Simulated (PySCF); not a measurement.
Two species compared at the same levels of theory.

First species: 1,1,1,3,3-pentafluorobutane, C4H5F5.
Cartesian coordinates in Å at the GFN2-xTB level; atoms count from 1:
```
atom  x, y, z in Å
C1    -1.3942    0.1105    0.8892
C2    -0.8517    0.0621   -0.5246
F3    -1.5209    0.9626   -1.3065
F4    -1.1287   -1.1469   -1.0867
C5     0.6460    0.3617   -0.6899
C6     1.5418   -0.3792    0.2859
F7     1.2606   -1.6806    0.3884
F8     2.8261   -0.2860   -0.0825
F9     1.4698    0.1266    1.5283
H10   -0.9837   -0.7100    1.4708
H11   -2.4763    0.0062    0.8473
H12   -1.1406    1.0572    1.3572
H13    0.8090    1.4328   -0.5542
H14    0.9420    0.0825   -1.7048
```

Second species: C5H13OP3.
SMILES: `COCC/P=P/CCP`

Levels: PBE0/pcSseg-1 for HOMO energy, LUMO energy and HOMO–LUMO gap. Geometries: GFN2-xTB. Each structure is a single optimised conformer of the isolated species, non-relativistic unless stated. Electronic properties by PySCF.

The conformers computed, where there is a choice (atom-mapped SMILES and torsion angles):
- `[CH3:1][C:2]([F:3])([F:4])[CH2:5][C:6]([F:7])([F:8])[F:9]`: C1–C2–C5–C6 47°, C2–C5–C6–F7 47°

The conformers of `COCC/P=P/CCP` aren't listed.

```json
{"property": "HOMO energy", "column X": "-9.98 eV", "column Y": "-6.34 eV"}
{"property": "LUMO energy", "column X": "1.36 eV", "column Y": "-2.47 eV"}
{"property": "HOMO–LUMO gap", "column X": "11.34 eV", "column Y": "3.87 eV"}
```

Question: Which column belongs to which species?

Answer: Column X is the first species and column Y the second. The first has 14 atoms and 74 electrons, the second 22 and 96.

Question: How does each property change from the first species to the second?

Answer: HOMO energy +3.64 eV; LUMO energy -3.83 eV; HOMO–LUMO gap -7.47 eV.

